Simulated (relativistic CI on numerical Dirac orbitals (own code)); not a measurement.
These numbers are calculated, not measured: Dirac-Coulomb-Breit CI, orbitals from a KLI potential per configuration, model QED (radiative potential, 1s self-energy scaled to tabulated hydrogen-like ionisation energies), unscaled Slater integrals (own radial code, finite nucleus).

The strongest absorption lines from the ground level of an ion, among the configurations computed and to levels below about 2620 eV (vacuum wavelength in nm, gf): 0.48235 (1.2), 0.48398 (1.9), 0.48427 (4.8), 0.48490 (2.2), 0.48669 (1.8), 0.51035 (0.49), 0.51644 (0.87), 2.4273 (0.73).

(1) Which ion is it?
A. Fr LXI
B. Au LIII
C. Au LI
D. Bi LVII

## Answers

(1) B. Au LIII has 27 electrons and the ground level 3s2.3p6.3d9 2D_5/2; the strongest line goes to 3s2.3p6.3d8.4f 2F°_7/2. The pattern of lines fixes the number of electrons, and along that sequence the line energies rise steadily with the charge (about as its square where n changes within one kind of shell, about linearly where n is kept but much faster in heavy ions where fine structure, which grows about as Z⁴, sets the gap, and irregularly where shells cross), which fixes Z. Configurations outside the model, such as inner-shell arrays, can give stronger lines. At this charge energies of transitions that change n are usually good to better than 1 %, and those within a shell (Δn = 0) to a few per cent.

LS names give the leading component of a level, which can be under half, so a name can repeat, a term be missing and a line seem to break the LS rules.
